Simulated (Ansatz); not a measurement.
Task: Name a neutral molecule of C, Ge, S, Si and H with HOMO–LUMO gap (PBE/def2-TZVPP) between 4.60 and 4.90 eV and HOMO energy (B3LYP/def2-TZVPP) between -6.70 and -6.40 eV (Ansatz, PBE0-D4/def2-TZVP geometry).

Result: `[SiH3][GeH2][CH2]S` (4.65 eV, -6.59 eV); `CS[SiH2][GeH3]` (4.66 eV, -6.61 eV). Other molecules can fit too; these were computed, each in one conformer that needn't be the lowest.

B3LYP here is the variant with VWN-RPA as its local correlation; programs differ in this.
